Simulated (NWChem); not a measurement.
# BF

```xyz
2

B      0.0000     0.0000    -0.8151
F      0.0000     0.0000     0.4596
```
Atoms are numbered in this order, from 1.

Program: NWChem. Geometry optimised at PBE-D3(BJ)/def2-SVP; all other runs use it. Pople sets run with spherical d functions. Vzz has the sign of the potential's second derivative.

```csv
quantity,level,value
"J(11B atom 1, 19F atom 2) (Hz)",B3LYP/IGLO-III,___
isotropic polarisability (bohr³) at 589 nm,B3LYP/STO-3G,7.4
"first 1s excitation (eV), F K edge, unshifted","B3LYP/6-311G**, TDA",___
Vzz B1 (a.u.),Hartree-Fock/def2-SVP,___
highest occupied level (eV),TPSS/def2-SVP,-6.81
dipole (D),PBE-D3(BJ)/def2-SVP,1.27
highest harmonic frequency (cm⁻¹),PBE-D3(BJ)/def2-SVP,1373
```

**Question.** What belongs in the gaps?

**Answer.** 
- J(11B atom 1, 19F atom 2) (Hz), value: -370.2
- first 1s excitation (eV), F K edge, unshifted, value: 670.4
- Vzz B1 (a.u.), value: -0.479
